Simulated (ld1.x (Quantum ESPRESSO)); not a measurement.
## What one change does to a pseudopotential (rhenium (Re), TM semilocal)

```json
{
  "Element": "rhenium (Re)",
  "Generator": "ld1.x (Quantum ESPRESSO) 7.5",
  "Type": "norm-conserving Troullier–Martins (semilocal form)",
  "Functional": "PBEsol",
  "Relativity": "scalar-relativistic",
  "Frozen core": "[Kr] 4d10 4f14 5s2",
  "Valence charge": "13",
  "Reference configuration": "5p6 5d5 6s2 6p0",
  "Partial waves": "6s (bound): rc 2.80 bohr; 5p (bound): rc 1.20 bohr; 5d (bound): rc 1.55 bohr",
  "Local potential": "the d channel",
  "Core correction": "none"
}
```

Change: all radii scaled by about 0.80 (s 2.24, p 0.96, d 1.24 bohr).

Cutoffs: the cutoffs (Ry, on a coarse ladder) from which the occupation-weighted sum of valence levels, in a spherical-Bessel basis at the reference potential, stays within 10 and 1 mRy of its value at 400 Ry; they do not see the model core or the augmentation charge, which bear on the density cutoff. Errors are all-electron minus pseudo energies relative to the spin-unpolarised reference configuration.

Question: How do hardness, ghosts and transferability respond?

Answer: Of the 7 tests that both files solve, the error grows in 4 and shrinks in 0 by more than 15 % and 0.3 meV (median size 26.5 → 34.8 meV); neither file shows a bound ghost. That the errors move this way runs against the usual rule that smaller radii transfer better. A semilocal file is local in each channel, so a ghost entry of none says nothing of the separable form that plane-wave codes build from it.

```csv
quantity,base,changed
"cutoff, loose",110 Ry,230 Ry
"cutoff, tight",160 Ry,over 300 Ry
loose cutoff by channel (10 mRy a level),"s 6 Ry, p 60 Ry, d 30 Ry","s 6 Ry, p 120 Ry, d 30 Ry"
bound ghosts,none,none
"error for 5p6 5d5 6s1 6p0, meV [ΔE 9.29 eV]",-8.6,-8.4
"error for 5p6 5d5 6s0 6p0, meV [ΔE 25.64 eV]",-37,-35
"error for 5p6 5d4 6s0 6p0, meV [ΔE 52.79 eV]",+0.1,+9.5
"error for 5p6 5d3 6s0 6p0, meV [ΔE 92.18 eV]",+41,+61
"error for 5p6 5d5 6s1 6p1, meV [ΔE 4.84 eV]",+9.6,+21
"error for 5p5 5d5 6s2 6p0, meV [ΔE 52.95 eV]",-103,-102
"error for 5p6 5d4 6s2 6p1, meV [ΔE 5.10 eV]",+27,+42
```
